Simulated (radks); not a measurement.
Removal energies from the gold ion Au8+, [Xe] 4f14 5d3, by Delta-SCF beside the eigenvalue of the level emptied. Calculated with a radial shooting solver on a logarithmic mesh with Libxc functionals: scalar-relativistic Kohn-Sham, PBE, spin-polarised, spherical densities, finite nucleus; Fermi nuclear charge, rms radius of each element as measured or else 0.836 A^(1/3) + 0.57 fm. Open shells are filled with parallel spins first.

removed from         final configuration  Delta-SCF (eV)  -eigenvalue (eV)
5d                         [Xe] 4f14 5d2          130.77            122.02
5p            [Kr] 4d10 4f14 5s2 5p5 5d3          190.30            180.36
4f                         [Xe] 4f13 5d3          226.65            209.71
5s            [Kr] 4d10 4f14 5s1 5p6 5d3          242.84            231.93
